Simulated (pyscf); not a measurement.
F–N•–F + silanol (HO–SiH₃) → F–NH–F + HO–SiH₂•, a hydrogen abstraction (doublet surface; H–Si broken, H–N formed). Optimised with ωB97X-D3(BJ)/def2-SVP in PySCF. Energies in kcal/mol from the separated reactants.

Small-basis levels: PySCF, no dispersion term, spherical d functions. Open shells are spin-unrestricted. 

Question: Quick B3LYP/LANL2DZ single points give ΔE‡ = 16.3 kcal/mol and ΔE = +11.9 kcal/mol. What does ωB97M-D3(BJ)/def2-TZVP give, and how far is the quick result from it?

Answer: ωB97M-D3(BJ)/def2-TZVP gives ΔE‡ = 23.5 kcal/mol and ΔE = +18.2 kcal/mol. B3LYP/LANL2DZ lies 7.2 kcal/mol under it in the barrier and 6.3 kcal/mol under it in the reaction energy, so on this step it does not hold to within 3.0 kcal/mol. ωB97M-D3(BJ)/def2-TZVP has limits of its own. One saddle was located; it need not be the lowest between these sides. The angle at the transferred H is 147°.
